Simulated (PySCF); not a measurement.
A structure optimised at TPSSh-D3(BJ)/def2-SVP, used in a PySCF frequency run:

```xyz
8

B     -0.5450     1.3211     0.0000
F      0.7237     1.7487     0.0000
H     -1.4335     2.1282     0.0000
O     -0.8040    -0.0028     0.0000
Si     0.1932    -1.3687     0.0000
H      1.0421    -1.3736    -1.2182
H      1.0421    -1.3736     1.2182
H     -0.7119    -2.5409     0.0000
```
Charge 0, spin multiplicity 1.

Task: Write its SMILES, formula and point group.

Result: FBO[SiH3], BFH4OSi, Cs

Task: What are its rotational constants (standard atomic weights)?

Result: 15.734, 3.4333, 2.9156 GHz
